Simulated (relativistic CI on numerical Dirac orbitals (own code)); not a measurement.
A reference radial Dirac CI calculation of K gave the lowest total energy -601.25315 Ha in 10 SCF steps, from this input:

```
atom K  Z=19  charge=0  electrons=19
nucleus A=39  rms_radius_fm=3.4349
hamiltonian dirac-coulomb  breit=on  qed=on  c_scale=1
orbitals kli  potential=per-configuration
slater_scale 1
correlation none
mixing on
grid step=0.0125 r_max=149
scf mixing=0.4 start=green max_iterations=150 tolerance=2e-08 node_fill=0.05
configurations
  [Ar] 4s
end
```

One setting was then changed, and the output read:

```
SCF 1: [Ar] 4s
 iter      energy (Ha)   residual   last orbital (Ha)
    1      -601.125842   4.53e-01     -0.16060
    2      -601.435757   2.11e-01     -0.15208
    3      -601.512283   2.88e-02     -0.14659
    4      -601.515111   5.30e-03     -0.14502
    5      -601.515683   6.13e-04     -0.14376
    6      -601.515530   4.74e-04     -0.14367
    7      -601.515594   1.15e-05     -0.14365
    8      -601.515595   1.13e-06     -0.14365
    9      -601.515595   7.40e-07     -0.14365
   10      -601.515595   1.16e-08     -0.14365
orbital energies (Ha): 1s -129.0928  2s -13.0059  2p1/2 -10.3688  2p3/2 -10.2632  3s -1.3348  3p1/2 -0.7359  3p3/2 -0.7266  4s -0.1436
configuration averages (Ha): Dirac-Coulomb, Breit, QED
  4s                            -601.515595    0.159218    0.105185
levels: no., configuration, term, J, E (cm-1), weight
   1 4s                     2S   1/2              0.0  1.00
lowest total energy -601.251191 Ha
end: converged
```

Problem. Which setting was changed?
A. node fill of the KLI weights
B. configuration list
C. Breit term
D. start potential

Solution. A. The node fill of the KLI weights 0.2.
